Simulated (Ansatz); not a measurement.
Total energies of Si5Ge3 from Ansatz at PBE-D4/def2-SVP, gas phase (1 Eh = 27.2114 eV = 2625.5 kJ/mol). The reference geometry is relaxed at r2SCAN-D4/def2-SVP.

```csv
atom,x (Å),y (Å),z (Å)
Si1,1.190,-0.388,0.515
Si2,-0.797,0.178,1.756
Si3,-1.008,0.573,-0.704
Si4,0.867,1.964,0.285
Si5,-0.882,-1.735,0.020
Ge6,-1.591,2.345,0.760
Ge7,0.766,-0.458,-2.068
Ge8,1.454,-2.480,-0.564
```

```json
{"state": "charge 0 singlet", "geometry": "reference", "energy (Eh)": "-7675.68710"}
{"state": "charge 1 doublet", "geometry": "reference", "energy (Eh)": "-7675.42186"}
{"state": "charge -1 doublet", "geometry": "reference", "energy (Eh)": "-7675.75141"}
{"state": "free Si atom (triplet)", "geometry": "–", "energy (Eh)": "-289.12416"}
{"state": "free Ge atom (triplet)", "geometry": "–", "energy (Eh)": "-2076.34106"}
```

Work out the vertical ionisation energy to the doublet.

E(charge 1 doublet) − E(charge 0 singlet) = -7675.42186 − (-7675.68710) = 0.26524 Eh = 7.22 eV. For comparison, −ε of the highest occupied level is 5.16 eV at this level, 2.06 eV less.

Work out the vertical electron affinity, to the doublet.

E(charge 0 singlet) − E(charge -1 doublet) = -7675.68710 − (-7675.75141) = 0.06431 Eh = 1.75 eV. The basis lacks diffuse functions, which makes affinities too small.

Give the fundamental gap IE − EA, the Mulliken electronegativity (IE + EA)/2 and the hardness (IE − EA)/2.

From the values in Eh: IE − EA = 0.26524 − 0.06431 = 0.20093 Eh = 5.47 eV; (IE + EA)/2 = 4.48 eV; (IE − EA)/2 = 2.73 eV. The HOMO–LUMO gap of the same run is 1.41 eV, 4.06 eV smaller than the fundamental gap.

What is the binding energy per atom against free atoms?

Atoms: 5 × (-289.12416) + 3 × (-2076.34106) = -7674.64398 Eh. Binding: -7674.64398 − (-7675.68710) = 1.04312 Eh = 28.38 eV, or 3.55 eV for each of 8 atoms (no zero-point energy, no counterpoise term).

At PBE-D4/def2-SVP the highest occupied level of the charge -1 doublet lies above zero (up to 0.29 eV). By energy differences its removal costs 1.75 eV (vertical, to the charge 0 singlet, at PBE-D4/def2-SVP); self-interaction error and the lack of diffuse functions both raise the level.  

The structure comes from a short search, and lower isomers may exist.
